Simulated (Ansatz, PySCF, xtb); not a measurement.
Donor–acceptor adduct: GaH3 (SMILES [GaH3]) (first 4 atoms) with CH4O (SMILES CO); geometry from B3LYP-D3(BJ)/def2-TZVP, rigid monomers moved along the line of their centres of mass till Ga1···O6 is 3.89 Å.
(charge 0, multiplicity 1):
| atom | x (Å) | y (Å) | z (Å) |
|---|---|---|---|
| Ga | -0.0601 | -0.8509 | 0.7034 |
| H | -1.2918 | 0.0285 | 0.2673 |
| H | -0.3459 | -2.2027 | 1.4766 |
| H | 1.3315 | -0.6872 | -0.0221 |
| C | -0.2750 | 1.0324 | 5.1471 |
| O | 0.6063 | 1.0797 | 4.0097 |
| H | -0.3471 | 0.0176 | 5.5404 |
| H | -1.2496 | 1.3522 | 4.7883 |
| H | 0.0752 | 1.7198 | 5.9171 |
| H | 1.5040 | 0.8478 | 4.2750 |

Counterpoise-corrected where a basis set is named; no monomer relaxation. Rows marked so take none.

Rows in 3-21G carry no dispersion term and start afresh at each structure; the Pople sets are all-electron and without relativity.

The values were computed with Ansatz (an electronic-structure program); PySCF for 3-21G rows, the dispersion terms; xtb for the GFN methods. Values without a source in brackets are computed.

Task: One of these levels gives -2.86 kcal/mol for the interaction energy. Name it.
A. r2SCAN-D4/def2-TZVPPD
B. HF/3-21G (no counterpoise)
C. GFN2-xTB
D. B3LYP/def2-TZVPPD

Result: A, r2SCAN-D4/def2-TZVPPD. The others give -5.47 (GFN2-xTB), -6.03 (HF/3-21G (no counterpoise)), -2.24 (B3LYP/def2-TZVPPD)
